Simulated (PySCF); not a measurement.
SMILES C#C/C=C\C(C)C at its GFN2-xTB optimised geometry (Å):

```
17

C      2.0290     0.8077    -0.0229
C      1.1827    -0.0455    -0.0178
C      0.3065    -1.1496     0.0000
C     -1.0258    -1.1496     0.0000
C     -1.9917    -0.0019     0.0000
C     -2.7415     0.0051     1.3389
C     -1.3712     1.3647    -0.2641
H      2.7255     1.5920    -0.0307
H      0.8259    -2.1028     0.0158
H     -1.5175    -2.1156     0.0278
H     -2.7255    -0.2058    -0.7925
H     -3.2268    -0.9522     1.5172
H     -2.0467     0.1971     2.1539
H     -3.5015     0.7831     1.3416
H     -0.8091     1.3602    -1.1943
H     -0.7004     1.6448     0.5431
H     -2.1558     2.1156    -0.3378
```

Computed with PBE0/def2-SVP in PySCF. Cells within 0.4 Å of a nucleus heavier than hydrogen are left out (blank, or x).

Map of the electron localisation function on the plane z = 1.5 Å:

```
|000000000000000000000000000|
|000000000000000000000000000|
|000000000000000000000000000|
|000000000000000000000000000|
|000000000000000000000000000|
|000000000000000000000000000|
|000000000012200000000000000|
|000000000038820000000000000|
|016872000059930001100000000|
|069998100027810012211000000|
|199999510001200034431000000|
|289999655100000134443100000|
|058998278400000234443200000|
|00257xx48400000123333100000|
|001688355100010012222000000|
|016999951001342100000000000|
|029999940013554100000000000|
|029999910013553100000000000|
|005999300012221100000000000|
|000231000000000000000000000|
|000000000000000000000000000|
|000000000000000000000000000|
|000000000000000000000000000|
|000000000000000000000000000|
|000000000000000000000000000|
|000000000000000000000000000|
|000000000000000000000000000|
```
Scale: ten equal steps from 0.000 (start of '0') to 0.999 (end of '9'), in the order '0123456789'; x runs from -5.00 to 5.00, y from -5.00 (bottom) to 5.00 (top).
